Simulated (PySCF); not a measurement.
CH5FOSi2, SMILES O1[SiH2][Si@@H](F)C1. Atoms are numbered in the order given.

```xyz
10

F     -1.4791     1.6272    -0.7215
Si    -0.6958     0.6281     0.3263
C     -0.7542    -1.2627    -0.0651
O      0.6548    -1.5671     0.1055
Si     1.5157    -0.0792     0.0310
H     -1.1749     0.9970     1.7056
H     -1.3570    -1.8880     0.6292
H     -1.0975    -1.4837    -1.1019
H      2.1805     0.1724    -1.2990
H      2.5681    -0.0143     1.1041
```

The structure is a stationary point at PBE-D3(BJ)/def2-SVP. The structure was generated by enumeration; whether it is a known compound was not checked.

Method: PySCF with TDA-PBE/def2-SVPD.

Vertical excitations. 

Computed excitation energies, oscillator strengths and character:
```
state  energy (eV)  λ (nm)      f                                                main pairs
-----  -----------  ------  -----  --------------------------------------------------------
S1            5.10     243  0.004                                            HOMO→LUMO 92 %
S2            5.43     228  0.022                                          HOMO−1→LUMO 91 %
S3            5.52     225  0.002                        HOMO→LUMO+1 74 %, HOMO−2→LUMO 17 %
S4            5.73     216  0.020                                          HOMO−2→LUMO 78 %
S5            5.90     210  0.019  HOMO−1→LUMO+1 49 %, HOMO→LUMO+2 26 %, HOMO−2→LUMO+1 16 %
S6            5.96     208  0.024  HOMO→LUMO+2 64 %, HOMO−1→LUMO+1 16 %, HOMO−2→LUMO+1 11 %
S7            6.13     202  0.022                    HOMO−2→LUMO+1 67 %, HOMO−1→LUMO+1 21 %
S8            6.57     189  0.011                    HOMO−2→LUMO+2 72 %, HOMO−1→LUMO+2 15 %
S9            6.60     188  0.075  HOMO−1→LUMO+2 44 %, HOMO−2→LUMO+2 21 %, HOMO→LUMO+4 19 %
S10           6.62     187  0.013                                          HOMO→LUMO+3 87 %
T1            4.68     265      0                                            HOMO→LUMO 87 %
T2            4.91     252      0                                          HOMO−1→LUMO 85 %
T3            4.98     249      0                      HOMO→LUMO+1 75 %, HOMO−1→LUMO+1 20 %
T4            5.27     235      0                      HOMO−1→LUMO+1 75 %, HOMO→LUMO+1 22 %
```
Triplets are in the Tamm–Dancoff approximation.
